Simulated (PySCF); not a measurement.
A family of related molecules: H2E=E'H2. Isolated molecules, 0 K electronic values unless said otherwise. One relaxed conformer stands for each flexible species; it need not be the lowest. Strings in code marks are SMILES.

The four lowest singlet excitations (Tamm–Dancoff). Level of theory: PBE-D3(BJ)/def2-TZVP // CAM-B3LYP-D3(BJ)/def2-TZVP (PySCF). Excitations are Tamm–Dancoff values on a coarser integration grid. The basis has no diffuse functions, so Rydberg states are missing or too high.

| state | energy (eV) | wavelength (nm) | oscillator strength |
|---|---|---|---|
| S1 | 5.68 | 218 | 0.017 |
| S2 | 5.68 | 218 | 0.323 |
| S3 | 6.50 | 191 | 0.026 |
| S4 | 6.57 | 189 | 0.000 |

Problem. Name which member gives these states.
A. `[CH2]=[SnH2]`
B. `[CH2]=[GeH2]`
C. `BN`
D. `[NH2][AlH2]`

Solution. B, `[CH2]=[GeH2]`
